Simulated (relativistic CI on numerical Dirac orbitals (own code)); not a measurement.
**Rh3+: 3p photoemission**

Computed with this model: Dirac-Coulomb-Breit CI, orbitals from a KLI potential per configuration, QED by a radiative potential, multiplet model of photoemission in the sudden approximation, unscaled Slater integrals; configurations [Kr] 4d6 → [Ne] 3s2 3p5 3d10 4s2 4p6 4d6; 300 K; Lorentzian 1.4 eV and Gaussian 0.6 eV FWHM. Energies are those of the free ion, without screening or charge transfer. The energies are binding energies and can lie tens of eV above those of solids. S is read from ⟨S²⟩ = S(S + 1).

Field parameters in Wybourne normalisation: Td as Oh with Dq negative (B⁴₀ = 21Dq, B⁴₄ = √(5/14) B⁴₀). The field is a parameter set, without covalency.

Computed curve for free ion, scaled to 100 at the maximum (points under 2 are left out and the grid is thinned):

(Energy (eV), Intensity): (541.4, 2.1), (542.0, 2.5), (542.6, 3.1), (543.2, 4.0), (543.8, 5.3), (544.4, 7.3), (545.0, 11.0), (545.6, 18.3), (546.2, 35.3), (546.8, 71.0), (547.2, 93.4), (547.8, 100.0), (548.4, 93.0), (549.0, 67.3), (549.6, 38.3), (550.2, 21.0), (550.8, 13.4), (551.4, 9.0), (552.0, 6.3), (552.6, 4.6), (553.2, 3.4), (553.8, 2.7), (554.4, 2.3), (568.6, 2.1), (569.2, 2.6), (569.8, 3.5), (570.4, 5.0), (571.0, 7.7), (571.6, 13.4), (572.2, 27.2), (572.6, 45.6), (573.2, 73.2), (573.8, 56.4), (574.4, 27.4), (575.0, 13.5), (575.6, 7.8), (576.2, 5.2), (576.8, 3.7), (577.4, 2.7), (578.0, 2.0)

The ground state has S = 1.99, and the centroid lies at 556.41 eV.
